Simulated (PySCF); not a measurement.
# Two-component Hartree-Fock for Tl⁷¹⁺ (thallium, charge +71)

Start: [Ne]. Calculated with PySCF 2.14 in an even-tempered Gaussian basis (16 s from 14 bohr⁻², ratio 2.6; 14 p from 19 bohr⁻², ratio 2.6; 6 d from 19 bohr⁻², ratio 2.8; 3 f from 400 bohr⁻², ratio 2.8): generalised Hartree-Fock with the X2C-1e Hamiltonian and a Gaussian nucleus; spin-orbit coupling (SO) screened by Boettger's factors.

| spinor shell | electrons | ε, screened SO (eV) | weight of nominal j (screened SO) | rms radius, screened SO (bohr) |
| --- | --- | --- | --- | --- |
| 1s1/2 | 2 | -92746.6 | 1.000 | 0.0184 |
| 2s1/2 | 2 | -21783.9 | 1.000 | 0.0730 |
| 2p1/2 | 2 | -21234.1 | 1.000 | 0.0616 |
| 2p3/2 | 4 | -19094.7 | 1.000 | 0.0694 |

```tsv
quantity	screened SO
E (hartree)	-13550.03465
M_J	0
⟨J²⟩	0.000
⟨L²⟩	0.052
⟨S²⟩	0.052
```

Breit and QED terms are absent; they matter most for the inner s and p1/2 levels.

Densities and radii are taken from the X2C orbitals without a picture-change correction, which distorts them close to the nucleus.
